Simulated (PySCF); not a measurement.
Property card for `O=COc1cc[n+]([O-])cc1`

C6H5NO3.
Atom-mapped SMILES: `[O:1]=[CH:2][O:3][c:4]1[cH:5][cH:6][n+:7]([O-:8])[cH:9][cH:10]1` (hydrogens: H11 on C2; H12 on C5; H13 on C6; H14 on C9; H15 on C10)

Some functional groups and rings: ester.

**GFN2-xTB geometry**

* Point group of the GFN2-xTB geometry: Cs
* Rotational constants A, B, C of the GFN2-xTB geometry: 3.815, 0.799, 0.756 GHz

**CAM-B3LYP/def2-SVPD ground state and vertical TDDFT (core frozen in the response) (PySCF)**

- Dipole moment: 4.24 D
- HOMO energy: -7.85 eV
- LUMO energy: -0.53 eV
- HOMO–LUMO gap: 7.32 eV
- Lowest singlet excitation: 4.38 eV (283 nm, f = 0.020)
- Strongest line among the 8 lowest singlet transitions: S3 at 4.83 eV (257 nm, f = 0.279)
- Lowest triplet excitation (Tamm–Dancoff): 2.63 eV
- Static isotropic polarisability: 90.0 au
- Electronic spatial extent ⟨r²⟩ about the centre of nuclear charge: 1488 bohr²

PBE0/pcSseg-1 ground state and GIAO shieldings, non-relativistic (PySCF):

* Lowest Hirshfeld atomic charge: -0.29 e on O8
* Highest Hirshfeld atomic charge: +0.18 e on C2
* 13C chemical shifts (computed TMS as zero) by class: 164.8 (C2), 150.1 (C4), 145.0 (C6/C9), 128.7 (C5/C10) ppm
* 1H chemical shifts (computed TMS as zero) by class: 8.32 (H13/H14), 8.18 (H11), 7.12 (H12/H15) ppm
* Isotropic shieldings of nuclei other than C and H, by class: -69 (N7), -139 (O8), -125 (O1), 84 (O3) ppm
* Mayer bond orders between heavy atoms: O1–C2 2.02, C2–O3 1.08, O3–C4 0.80, C4–C5 1.40, C5–C6 1.43, C6–N7 1.12, N7–O8 1.30, N7–C9 1.12, C9–C10 1.43, C10–C4 1.40

Monoisotopic mass (most abundant isotopes): 139.0269 u.

The rotational constants make it an asymmetric top with κ = (2B − A − C)/(A − C) = -0.97, nearer the prolate limit (−1). The vertical singlet–triplet gap S1 − T1 is 1.75 eV (TDDFT singlet less Tamm–Dancoff triplet; S1: HOMO→LUMO+1, weight 0.91; T1: HOMO→LUMO, weight 0.94). The polarisability is 13.34 Å³ as a volume (1 au = 0.148185 Å³), or 1.25 au for each of the 72 electrons. The 8 singlets span 4.38 to 6.39 eV, and their oscillator strengths add up to 0.52. The dipole matches unit charges of opposite sign 0.88 Å apart (1 e·Å = 4.8032 D). The largest Löwdin shares of the LUMO are 0.22 on N7, 0.18 on C4 and 0.16 on O8.

One conformer (not necessarily the lowest) at the GFN2-xTB geometry, without solvent, vibrations or thermal averaging. GFN2-xTB frequencies show an imaginary mode (50i cm⁻¹), so this geometry is no minimum at that level.

The values belong to the conformer `[O:1]=[CH:2][O:3][c:4]1[cH:5][cH:6][n+:7]([O-:8])[cH:9][cH:10]1`: O1–C2–O3–C4 0°, C2–O3–C4–C5 91°.
